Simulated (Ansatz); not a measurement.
The cluster Mg2I3, relaxed as a doublet with UKS PBE-D4/def2-SVP in Ansatz, starting from the GFN2-xTB geometry. Force threshold 0.02 eV/Å.

In the def2 sets I takes a core potential; there is no spin–orbit coupling. The relaxation made no stability test and no search for a lower SCF solution. The structure comes from a short search, and lower isomers may exist.

Start:

```tsv
atom	x (Å)	y (Å)	z (Å)
Mg1	0.152	-0.753	-0.651
Mg2	-0.491	2.191	1.992
I3	-1.799	1.212	-0.584
I4	0.606	-2.587	-2.413
I5	1.532	-0.064	1.656
```

```
step  energy (eV)  largest force component (eV/Å)  SCF passes
   1  -35185.9413                           0.579          17
   2  -35186.0165                           0.240          17
   3  -35186.0242                           0.215          18
   4  -35186.0359                           0.049          17
   5  -35186.0366                           0.007          18
```

Force components are those of the run's own axes.

End:

Cartesian coordinates in Å:
```
Mg 0.1522 -0.6753 -0.6126
Mg -0.4571 2.0201 1.8444
I -1.8202 1.2407 -0.5686
I 0.5890 -2.5335 -2.3435
I 1.5360 -0.0520 1.6804
```

By distances, no bond broke or formed. The bond that changes most is Mg2–I3, from 3.05 to 2.88 Å (atoms count from 1).

No frequencies were taken in this run, so the end may be a saddle point.

Hardware: 4 threads of Arm Neoverse V2 on a shared host. Wall time 8.5 s.
